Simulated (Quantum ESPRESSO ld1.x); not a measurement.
Species: Hf69+. Configuration: [He] 2s1. All-electron calculation, scalar-relativistic Kohn-Sham, LDA (Slater exchange, VWN5 correlation), spin-unpolarised, spherical densities, point nucleus; without spin polarisation the odd electron is poorly described. Program: ld1.x of Quantum ESPRESSO 7.5.

Radial electron density D(r) = 4 pi r^2 rho(r):

r (bohr)  D(r) (e/bohr)
0.001065          6.948
0.001191          8.255
0.001322          9.668
0.001467          11.30
0.001628          13.18
0.00182           15.50
0.00202           17.98
0.002241          20.78
0.002507          24.19
0.002782          27.74
0.003087          31.68
0.003452          36.34
0.003831          41.05
0.004251          46.10
0.004717          51.41
0.005276          57.34
0.005854          62.90
0.006495          68.37
0.007265          73.92
0.008061          78.53
0.008945          82.36
0.01001           85.30
0.0111            86.68
0.01232           86.51
0.01367           84.64
0.01529           80.67
0.01696           75.22
0.01882           68.30
0.02105           59.62
0.02336           50.95
0.02592           42.29
0.02899           33.68
0.03217           26.90
0.0357            21.67
0.03961           18.13
0.0443            16.06
0.04916           15.38
0.05455           15.34
0.06101           15.38
0.0677            14.99
0.07512           13.91
0.08402           11.96
0.09323           9.638
0.1035            7.156
0.1148            4.860
0.1284            2.872
0.1425            1.576
0.1581           0.7691
0.1768           0.3072
0.1962           0.1129
0.2177          0.03542
0.2435         0.008356
0.2702         0.001786
0.2998        0.0003079

D(r) has 2 maxima, at r = 0.0116, 0.0591 bohr, and minima at 0.0520 bohr, inside which lie 2.17 electrons.
